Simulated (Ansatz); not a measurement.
TeBr₂. Charge 0, multiplicity 1. Geometry r2SCAN-D4/def2-TZVP; atoms count from 1.

Cartesian coordinates in Å:
```
Te 0.366 -0.744 -0.657
Br 1.604 1.022 0.587
Br -1.969 -0.279 0.071
```

In the def2 sets Te takes a core potential; there is no spin–orbit coupling.

(1) Estimate the Mulliken populations from the PBE0/def2-TZVP orbitals of Ansatz.

(2) And the Mayer bond orders between heavy atoms (over 0.3)?

## Answers

(1) 
| atom | charge (e) |
| --- | --- |
| Te1 | 0.38 |
| Br2 | -0.19 |
| Br3 | -0.19 |
Mulliken values depend strongly on the basis.

(2) Te1–Br2 1.09 (2.49 Å); Te1–Br3 1.09 (2.49 Å).
